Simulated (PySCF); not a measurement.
PySCF input for AlH2IO2, SMILES [OH][Al]([OH])[I], IEF-PCM-ωB97X/def2-SVP. Geometry optimised at PBE0-D3(BJ)/def2-SVP. The def2 effective core potentials stand for the cores of I; spin–orbit coupling is left out. One conformer was computed; it need not be the lowest.

```python
import numpy as np
from pyscf import gto, scf, dft
from pyscf.solvent import pcm

mol = gto.M(
    atom='''
    Al    0.00000000   -0.00000000    1.37985254
    I    -0.00000000    0.00000000   -1.09025237
    O    -0.00000000   -1.44369739    2.25550443
    H     0.00000001   -2.32429689    1.87861078
    O     0.00000000    1.44369739    2.25550443
    H    -0.00000000    2.32429689    1.87861079
    ''',
    basis='def2-SVP',
    ecp={'I': 'def2-svp'},
    charge=0,
    spin=0,
    max_memory=1600,
    verbose=3,
)
mf = dft.RKS(mol, xc='wb97x').density_fit(auxbasis='def2-universal-jkfit')
mf.grids.level = 3
mf.conv_tol = 1e-9
mf.max_cycle = 100
mf.kernel()
res = {}
for name, eps in {'water': 78.355, 'tetrahydrofuran': 7.4257, 'n-hexane': 1.8819}.items():
    s = mf.PCM()
    s.with_solvent.method, s.with_solvent.eps, s.with_solvent.lebedev_order = 'IEF-PCM', eps, 29
    s.kernel(mf.make_rdm1())
    res[name] = (s.e_tot, eps, s.dip_moment(), s.mo_energy, s.converged)
    print(f'{name}: electrostatic solvation free energy {(s.e_tot - mf.e_tot) * 627.509474:.3f} kcal/mol')
```

Output:

```
converged SCF energy = -691.758968111735

WARN: PCM is an experimental feature. It is still in testing.
Features and APIs may be changed in the future.

converged SCF energy = -691.774281129716
Dipole moment(X, Y, Z, Debye):  0.00000,  0.00000, -0.74858
water: electrostatic solvation free energy -9.609 kcal/mol

WARN: PCM is an experimental feature. It is still in testing.
Features and APIs may be changed in the future.

converged SCF energy = -691.771295317574
Dipole moment(X, Y, Z, Debye):  0.00000,  0.00000, -0.75899
tetrahydrofuran: electrostatic solvation free energy -7.735 kcal/mol

WARN: PCM is an experimental feature. It is still in testing.
Features and APIs may be changed in the future.

converged SCF energy = -691.764279470902
Dipole moment(X, Y, Z, Debye):  0.00000,  0.00000, -0.78432
n-hexane: electrostatic solvation free energy -3.333 kcal/mol
```

The run converged.
